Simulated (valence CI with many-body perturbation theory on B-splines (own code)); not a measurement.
# E1 transitions of Rh¹²⁺

Method: valence CI with perturbative core correlation (CI+MBPT): five valence electrons over a frozen Dirac-Fock core [Ar] 3d10, a basis of 9 s, 9 p, 8 d, 6 f, 3 g, 1 h functions for each j, with the one-electron correlation potential Σ1 (screened to all orders), the two-electron term Σ2, the three-electron term Σ3, Breit, model QED; selected single and double excitations, second order for the rest, scaled by the run's own slope (own B-spline code, finite nucleus).

No measured levels were compared; by estimate levels hold to about 250 cm⁻¹ or 0.2 % of their energy and the worst to 1 %, as in measured heavy ions of charge 2 to 7; those with d or f electrons hold less well. Among the levels kept, up to 600 cm⁻¹ of a level comes from second order outside the variational space, and about a tenth of that is noise between levels of different J, which matters for small intervals.

Lines 51 to 100 of 180 in falling wavelength, among levels below 710130 cm⁻¹, chosen from the strongest by gf and those to the six lowest levels. Wavelengths and rates use the calculated energies, so an error of 900 cm⁻¹ moves a line at 339.4 Å by 0.31 % and its rate by three times that or more. Electric multipoles are in the length gauge, E1 and E2 with the static RPA response of the core. Weak lines are less certain than strong ones. Lines between different terms over intervals too small for the method are left out, as are lines whose strength nearly cancels. The highest levels of a list are the least certain.

Names give the largest LS component (configuration and term), which can be under half, so a name can repeat, a term be missing and a line seem to break the LS rules; names also repeat where a configuration has a term twice. Letters in brackets count levels of one name in rising energy.

| λ vac (Å) | Upper | Lower | A (s⁻¹) | S (a.u.) with core polarisation | S without |
| --- | --- | --- | --- | --- | --- |
| 339.4 | 4s4p⁴ ²S_1/2 | 4s²4p³ ²P°_3/2 | 4.75e+06 | 1.83e-04 | 2.06e-04 |
| 333.5 | 4p⁵ ²P°_3/2 | 4s4p⁴ ²D_3/2 | 2.97e+09 | 2.17e-01 | 2.40e-01 |
| 332.4 | 4s4p⁴ ²D_3/2 | 4s²4p³ ²D°_5/2 | 1.51e+08 | 1.09e-02 | 1.20e-02 |
| 331.7 | 4s4p⁴ ²P_3/2 | 4s²4p³ ²P°_3/2 | 1.71e+09 | 1.23e-01 | 1.36e-01 |
| 324.3 | 4s4p⁴ ⁴P_3/2 | 4s²4p³ ⁴S°_3/2 | 4.65e+09 | 3.13e-01 | 3.44e-01 |
| 322.2 | 4s4p⁴ ²D_5/2 | 4s²4p³ ²D°_5/2 | 5.99e+09 | 5.93e-01 | 6.53e-01 |
| 318.6 | 4s4p⁴ ⁴P_1/2 | 4s²4p³ ⁴S°_3/2 | 4.85e+09 | 1.55e-01 | 1.70e-01 |
| 318.4 | 4s4p⁴ ²D_3/2 | 4s²4p³ ²D°_3/2 | 8.59e+09 | 5.47e-01 | 6.02e-01 |
| 309.6 | 4s4p⁴ ²S_1/2 | 4s²4p³ ²P°_1/2 | 8.60e+09 | 2.52e-01 | 2.78e-01 |
| 309.0 | 4s4p⁴ ²D_5/2 | 4s²4p³ ²D°_3/2 | 1.58e+07 | 1.38e-03 | 1.53e-03 |
| 303.2 | 4s4p⁴ ²P_3/2 | 4s²4p³ ²P°_1/2 | 1.80e+09 | 9.88e-02 | 1.09e-01 |
| 297.6 | 4p⁵ ²P°_3/2 | 4s4p⁴ ⁴P_1/2 | 8.16e+07 | 4.25e-03 | 4.70e-03 |
| 295.8 | 4p⁵ ²P°_1/2 | 4s4p⁴ ²D_3/2 | 5.66e+09 | 1.45e-01 | 1.59e-01 |
| 295.8 | 4s²4p²4d ⁴F_3/2 | 4s²4p³ ²P°_3/2 | 1.98e+07 | 1.01e-03 | 1.11e-03 |
| 295.3 | 4s4p⁴ ²P_1/2 | 4s²4p³ ²P°_3/2 | 1.71e+10 | 4.36e-01 | 4.80e-01 |
| 292.8 | 4p⁵ ²P°_3/2 | 4s4p⁴ ⁴P_3/2 | 5.75e+08 | 2.85e-02 | 3.14e-02 |
| 286.7 | 4s²4p²4d ⁴F_5/2 | 4s²4p³ ²P°_3/2 | 3.43e+07 | 2.39e-03 | 2.60e-03 |
| 285.7 | 4s4p⁴ ²D_3/2 | 4s²4p³ ⁴S°_3/2 | 9.65e+08 | 4.44e-02 | 4.88e-02 |
| 283.2 | 4s4p⁴ ²P_3/2 | 4s²4p³ ²D°_5/2 | 2.11e+10 | 9.45e-01 | 1.04e+00 |
| 278.1 | 4s4p⁴ ²D_5/2 | 4s²4p³ ⁴S°_3/2 | 4.08e+07 | 2.60e-03 | 2.83e-03 |
| 278.1 | 4s4p⁴ ²S_1/2 | 4s²4p³ ²D°_3/2 | 1.32e+10 | 2.81e-01 | 3.09e-01 |
| 274.6 | 4s²4p²4d ²F_5/2 | 4s²4p³ ²P°_3/2 | 1.04e+05 | 6.40e-06 | 7.21e-06 |
| 273.4 | 4p⁵ ²P°_3/2 | 4s4p⁴ ⁴P_5/2 | 1.04e+09 | 4.19e-02 | 4.59e-02 |
| 273.0 | 4s4p⁴ ²P_3/2 | 4s²4p³ ²D°_3/2 | 1.24e+09 | 4.96e-02 | 5.47e-02 |
| 272.9 | 4s²4p²4d ⁴F_3/2 | 4s²4p³ ²P°_1/2 | 2.71e+07 | 1.09e-03 | 1.15e-03 |
| 272.6 | 4s4p³4d ⁶D°_3/2 | 4s4p⁴ ⁴P_1/2 | 9.09e+07 | 3.64e-03 | 3.97e-03 |
| 272.5 | 4s4p⁴ ²P_1/2 | 4s²4p³ ²P°_1/2 | 1.83e+06 | 3.66e-05 | 3.26e-05 |
| 269.5 | 4s²4p²4d ⁴D_1/2 | 4s²4p³ ²P°_3/2 | 2.59e+09 | 5.01e-02 | 5.49e-02 |
| 269.2 | 4s4p³4d ⁶D°_1/2 | 4s4p⁴ ⁴P_3/2 | 4.21e+08 | 8.10e-03 | 8.73e-03 |
| 268.6 | 4s4p³4d ⁶D°_3/2 | 4s4p⁴ ⁴P_3/2 | 1.00e+08 | 3.83e-03 | 4.09e-03 |
| 268.2 | 4s²4p²4d ⁴D_3/2 | 4s²4p³ ²P°_3/2 | 3.34e+08 | 1.27e-02 | 1.40e-02 |
| 263.3 | 4p⁵ ²P°_1/2 | 4s4p⁴ ⁴P_3/2 | 3.58e+08 | 6.45e-03 | 7.07e-03 |
| 258.9 | 4s²4p²4d ⁴D_5/2 | 4s²4p³ ²P°_3/2 | 1.03e+08 | 5.30e-03 | 5.84e-03 |
| 256.6 | 4s²4p²4d ⁴F_3/2 | 4s²4p³ ²D°_5/2 | 7.32e+08 | 2.44e-02 | 2.68e-02 |
| 252.9 | 4s4p⁴ ²S_1/2 | 4s²4p³ ⁴S°_3/2 | 2.10e+09 | 3.34e-02 | 3.66e-02 |
| 252.1 | 4s4p³4d ⁶D°_3/2 | 4s4p⁴ ⁴P_5/2 | 5.59e+08 | 1.77e-02 | 1.91e-02 |
| 251.6 | 4s4p³4d ⁶D°_5/2 | 4s4p⁴ ⁴P_5/2 | 5.57e+08 | 2.63e-02 | 2.82e-02 |
| 250.8 | 4s4p³4d ⁶D°_7/2 | 4s4p⁴ ⁴P_5/2 | 1.89e+08 | 1.18e-02 | 1.25e-02 |
| 250.4 | 4s²4p²4d ⁴D_1/2 | 4s²4p³ ²P°_1/2 | 5.46e+08 | 8.46e-03 | 9.28e-03 |
| 249.7 | 4s²4p²4d ⁴F_5/2 | 4s²4p³ ²D°_5/2 | 2.65e+08 | 1.22e-02 | 1.33e-02 |
| 249.3 | 4s²4p²4d ⁴D_3/2 | 4s²4p³ ²P°_1/2 | 3.97e+08 | 1.21e-02 | 1.33e-02 |
| 248.7 | 4s²4p²4d ²P_3/2 [a] | 4s²4p³ ²P°_3/2 | 1.54e+09 | 4.68e-02 | 5.15e-02 |
| 248.6 | 4s4p⁴ ²P_3/2 | 4s²4p³ ⁴S°_3/2 | 1.18e+09 | 3.59e-02 | 3.95e-02 |
| 248.1 | 4s²4p²4d ⁴F_3/2 | 4s²4p³ ²D°_3/2 | 1.77e+09 | 5.33e-02 | 5.80e-02 |
| 247.8 | 4s4p⁴ ²P_1/2 | 4s²4p³ ²D°_3/2 | 3.72e+09 | 5.59e-02 | 6.13e-02 |
| 241.7 | 4s²4p²4d ⁴F_5/2 | 4s²4p³ ²D°_3/2 | 1.11e+08 | 4.66e-03 | 4.92e-03 |
| 240.6 | 4s²4p²4d ²F_5/2 | 4s²4p³ ²D°_5/2 | 1.05e+08 | 4.35e-03 | 4.70e-03 |
| 238.8 | 4s²4p²4d ⁴F_7/2 | 4s²4p³ ²D°_5/2 | 2.45e+08 | 1.32e-02 | 1.41e-02 |
| 236.0 | 4s²4p²4d ⁴P_5/2 | 4s²4p³ ²P°_3/2 | 3.59e+05 | 1.40e-05 | 1.90e-05 |
| 235.6 | 4s²4p²4d ⁴D_3/2 | 4s²4p³ ²D°_5/2 | 6.87e+09 | 1.77e-01 | 1.93e-01 |
